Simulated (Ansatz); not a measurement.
A structure relaxed at PBE0-D4/def2-SVP in Ansatz, charge 0, singlet:

```xyz
6

Ti   -0.3540    0.9892   -0.5243
Ti    0.0226   -1.1477    0.2470
Se   -2.2578   -0.2623    0.3761
Se    0.1140   -0.7634   -2.1707
Se    0.4385    0.7609    1.8941
Se    2.0366    0.4232    0.1779
```

(1) Give its formula and point group.

(2) Summarise the bond lengths by kind (pairs closer than 1.2 times the sum of covalent radii, bridged metal pairs left out).

Answers

(1) the cluster Ti2Se4. Point group C2v (tolerance 0.1 Å).

(2) 8 × Se–Ti 2.45 to 2.56 Å; 1 × Se–Se 2.37 Å.

The restricted singlet is unstable towards broken spin symmetry at other levels; at PBE0-D4/def2-SVP this wasn't settled. Another isomer (singlet) lies 0.37 eV lower at PBE0-D4/def2-TZVP; other spin states weren't run for this one.
